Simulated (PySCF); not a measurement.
# Reading the logs of faulty runs: CGe2H7O cation

All numbers below are calculated, not measured. The program is PySCF 2.14.0, an open-source quantum chemistry code, run on an isolated molecule that a program drew, which may never have been made. The molecule is CGe2H7O cation (charge +1, singlet), drawn as the SMILES string `[OH][GeH+][CH2][GeH3]`.

Each row is a Hartree-Fock (HF) and frozen-core CCSD(T) single point in the cc-pVDZ basis, meant for a local HF minimum. Run 1 is clean. Each other run has one planted mistake out of seven kinds, and not every kind appears here: one electron removed, one electron added, multiplicity raised by two, geometry at a saddle point, minimal basis STO-3G, one bond length entered in bohr, all coordinates scaled. The reference is restricted for singlets and unrestricted otherwise, and also for a bond in bohr. Adding or removing an electron swaps singlet and doublet. Electrons count all cores. HOMO and LUMO are orbital energies over both spins, the gradient is its largest component, and the lowest frequency (negative if imaginary) is given only where the gradient is small. Bond lengths are over the 10 bonds as drawn. T1 is the CCSD diagnostic: over 0.02 (restricted) or 0.045 (unrestricted) a single reference is doubtful. Germanium has the cc-pVDZ-PP basis, with a core potential (ECP10MDF) in place of its 10 inner electrons, and its 3s, 3p and 3d shells are frozen in CCSD(T).

Geometry of the clean run:
```xyz
11
CGe2H7O cation, angstrom
O     1.0368    1.5806   -2.9760
Ge    0.1116    0.1510   -2.8409
C    -1.3656   -0.0074   -1.6804
Ge   -0.9466   -0.7121    0.1933
H     0.8149    2.3762   -2.5037
H     0.7275   -0.9014   -3.7259
H    -1.8378    0.9714   -1.5709
H    -2.0707   -0.7067   -2.1373
H    -2.3018   -0.7882    0.8678
H    -0.2818   -2.0697    0.0112
H    -0.0032    0.2972    0.8329
```

```
run  electrons  basis functions  <S^2>  HOMO (eV)  LUMO (eV)  gradient (hartree/bohr)  lowest frequency (cm^-1)  mean bond (Å)  longest bond (Å)      T1  HF (hartree)  CCSD(T) (hartree)                          mistake
  1         84              109  0.000     -16.79      -4.29                  3.0e-05                        50         1.4843             2.045  0.0159    -703.31458         -703.89013                         no fault
  2         85              109  0.768      -5.83       2.87                  4.8e-02                         -         1.4843             2.045  0.0135    -703.49997         -704.08467               one electron added
  3         84              109  0.782     -16.72      -4.48                  3.3e-02                         -         1.5689             2.045  0.0672    -703.17181         -703.74492  one bond length entered in bohr
  4         83              109  0.763     -22.56     -13.84                  9.6e-02                         -         1.4843             2.045  0.0360    -702.75437         -703.30539                                ?
  5         84              109  2.022     -11.31      -8.33                  5.9e-02                         -         1.4843             2.045  0.0442    -703.13779         -703.69929                                ?
```

**Which mistake was planted in run 4, and what did it cost?**

It counts 83 electrons, one fewer than the clean run, at the same geometry and basis. So the mistake is: one electron removed. Subtracting run 1 and multiplying by 627.51 kcal/mol a hartree, the energy moved by 351.5 kcal/mol in HF and 366.9 kcal/mol in CCSD(T).

**Which mistake was planted in run 5, and what did it cost?**

Electrons, basis and geometry are unchanged, and <S^2> is 2.022, beside S(S+1) = 2.00 for a multiplicity of 3. So the mistake is: multiplicity raised by two. Subtracting run 1 and multiplying by 627.51 kcal/mol a hartree, the energy moved by 110.9 kcal/mol in HF and 119.8 kcal/mol in CCSD(T).

Cautions from the logs. Run 3: T1 is over the limit, so its CCSD(T) energy is less reliable.
